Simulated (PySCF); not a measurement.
# Orbital picture of RbS⁺

UHF at R = 3.558 Å; Rb def2-SVPD with ECP28, S def2-SVPD; scalar-relativistic core potentials (PySCF 2.14). State: ³Σ⁻ (triplet), unpaired electrons π ↑↑. Only the outer orbitals are listed, counted within each symmetry, core potentials removing the inner ones.

| spin | orbital | occ. | ε (eV) | on Rb (%) | main shells (%) |
| --- | --- | --- | --- | --- | --- |
| α | 4σ | 1 | -47.92 | 100 | 100 Rb s |
| α | 5σ | 1 | -31.04 | 1 | 99 S s |
| α | 2π | 1 | -27.05 | 100 | 100 Rb p |
| α | 2π | 1 | -27.05 | 100 | 100 Rb p |
| α | 6σ | 1 | -26.99 | 100 | 100 Rb p |
| α | 3π | 1 | -17.29 | 0 | 100 S p |
| α | 3π | 1 | -17.29 | 0 | 100 S p |
| α | 7σ | 1 | -15.64 | 0 | 100 S p |
| α | 8σ | 0 | -3.45 | 105 | 104 Rb s |
| α | 4π | 0 | -2.30 | 101 | 101 Rb p |
| α | 4π | 0 | -2.30 | 101 | 101 Rb p |
| β | 4σ | 1 | -47.92 | 100 | 100 Rb s |
| β | 2π | 1 | -27.05 | 100 | 100 Rb p |
| β | 2π | 1 | -27.05 | 100 | 100 Rb p |
| β | 5σ | 1 | -27.04 | 98 | 98 Rb p |
| β | 6σ | 1 | -25.16 | 1 | 98 S s |
| β | 7σ | 1 | -14.51 | 1 | 99 S p |
| β | 3π | 0 | -4.02 | 5 | 94 S p |
| β | 3π | 0 | -4.02 | 5 | 94 S p |
| β | 8σ | 0 | -3.43 | 106 | 104 Rb s |

**Question.** Which are the highest filled and the lowest empty level, where do they sit, and how wide is the gap?

**Answer.** Highest filled β 7σ at -14.51 eV (in %: 99 S p); lowest empty β 3π at -4.02 eV (in %: 94 S p); the gap at UHF is 10.49 eV.

| Item | Value |
| --- | --- |
| bond order (Mayer) | 0.01 |
| ⟨S²⟩ | 2.010 |
| charge on Rb (Mulliken, basis-dependent) | 0.99 |
| charge on Rb (Löwdin, basis-dependent) | 0.92 |
| dipole moment (positive dipole points towards S; it is taken about the centre of mass and depends on that origin) | -3.48 D |
| polarisability along the bond | 32.1 bohr³ |
| polarisability across the bond | 24.5 bohr³ |

Shares are Mulliken populations and can fall outside 0 to 100 %.

Spin–orbit coupling is left out. The state is the lowest determinant that a PBE0 search found; another state may lie lower at other levels.
